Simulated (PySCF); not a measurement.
## Where the electron goes

Species: C₂H₉NO₂Si₂.
Z-matrix (Å and degrees, PBE0-D3(BJ)/def2-SVP geometry), rows numbered from 1:
```
Si
N   1  1.7499
Si  2  1.7121  1  125.39
O   3  1.6777  2  107.10  1   -27.43
C   4  1.4137  3  110.28  2   131.65
C   5  1.5359  4  107.14  3   -25.21
O   6  1.4126  5  107.10  4    32.83
H   1  1.4946  2  113.41  3    83.40
H   1  1.4919  2  109.31  3   -37.76
H   1  1.4947  2  108.12  3  -156.79
H   2  1.0154  1  117.00  3  -173.28
H   3  1.4818  2  108.90  1  -155.76
H   5  1.1058  4  109.83  3    95.10
H   5  1.1014  4  109.53  3  -146.51
H   6  1.1017  5  111.61  4   152.92
H   6  1.1061  5  110.53  4   -86.99
```

Level of theory: TDDFT CAM-B3LYP/def2-SVPD, vertical, gas phase, core orbitals frozen in the response (PySCF).

Kohn–Sham orbitals with the atoms that hold most of them (Löwdin shares over 4%, at most four atoms; ? is withheld):

```tsv
orbital	ε (eV)	atoms
LUMO+2	1.69	Si1 30%, C5 10%, H13 8%, H8 6%
LUMO+1	1.31	Si1 18%, Si3 9%, C5 8%, H9 7%
LUMO	?	?
HOMO	-9.12	?
HOMO-1	-9.62	O7 20%, O4 18%, N2 15%, C6 8%
HOMO-2	-10.04	O4 31%, O7 20%, Si3 11%, H12 10%
HOMO-3	-10.61	O7 22%, C6 19%, C5 17%, O4 16%
```

Problem. Which atoms hold the HOMO, and with what shares?

Solution. N2 (bonded to 2 Si and H) 39%; O7 (bonded to C and Si) 16%; Si1 (bonded to N and 3 H) 9%; O4 (bonded to C and Si) 7%. By element: nitrogen 39%, oxygen 23%, silicon 9% or more.

Problem. Which atoms hold the LUMO, and with what shares?

Solution. Si1 (bonded to N and 3 H) 28%; Si3 (bonded to N, 2 O and H) 17%; H11 (bonded to N) 14%; N2 (bonded to 2 Si and H) 8%. By element: silicon 45%, hydrogen 14% or more, nitrogen 8%.

Problem. What is the LUMO energy, and the HOMO–LUMO gap?

Solution. ε(LUMO) = 0.98 eV; the gap is 10.10 eV (0.3713 hartree).

Problem. The HOMO–LUMO gap is 10.10 eV. Where does the response calculation put the lowest singlet, and from which orbitals?

Solution. S1 is at 6.81 eV (f = 0.010), 3.29 eV below the gap, made of HOMO→LUMO (71%), HOMO-1→LUMO (12%), HOMO→LUMO+1 (9%). 

Next come S2 at 7.52 eV (f 0.016), HOMO→LUMO+1 (53%), HOMO→LUMO (12%), HOMO-1→LUMO (10%); S3 at 7.70 eV (f 0.033), HOMO-1→LUMO (28%), HOMO→LUMO+3 (26%), HOMO→LUMO+2 (11%); S4 at 7.90 eV (f 0.014), HOMO→LUMO+3 (33%), HOMO-1→LUMO+1 (19%), HOMO→LUMO+2 (16%); S5 at 7.95 eV (f 0.018), HOMO→LUMO+4 (52%), HOMO→LUMO+8 (10%).

Hardware: one thread, Arm Neoverse V1 (aarch64) (shared host). Cost: 4.9 min of wall time (with the writing of density and orbital grids), 1.1 GiB resident at most.

One conformer stands for the species.

Without π bonds the low states are Rydberg-like; a valence basis with one diffuse set may place them up to an eV too high.
